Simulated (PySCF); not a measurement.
# How strongly Sb binds etchant and ambient atoms

PBE0 in PySCF with def2-SVPD on every atom (core potentials on Sb), for the lowest determinant that a PBE0 search found; no spin–orbit coupling. D0 is De less the harmonic zero-point energy.

```json
{"X": "H", "state of SbX": "triplet (π ↑↑)", "D0(SbX) (eV)": "2.42", "D0(X₂) (eV)": "4.17"}
{"X": "F", "state of SbX": "triplet (π ↑↑)", "D0(SbX) (eV)": "3.95", "D0(X₂) (eV)": "1.33"}
{"X": "Cl", "state of SbX": "triplet (π ↑↑)", "D0(SbX) (eV)": "3.09", "D0(X₂) (eV)": "2.19"}
```

Question: Give the energy of Sb + X₂ → SbX + X at 0 K for each X.

Answer: H: 4.17 − 2.42 = +1.75 eV; F: 1.33 − 3.95 = -2.62 eV; Cl: 2.19 − 3.09 = -0.90 eV (PBE0/def2-SVPD; negative means exothermic).

Question: Does an atom of F displace H from SbH?

Answer: SbH + F → SbF + H has ΔE = 2.42 − 3.95 = -1.53 eV at PBE0/def2-SVPD, so it is downhill.

Gas-phase diatomics only hint at surface chemistry, where an atom holds several bonds.

These are scalar-relativistic numbers at best; spin–orbit coupling would shift them, the dissociation energy most. States were picked by a PBE0 search and need not be the measured ground states.
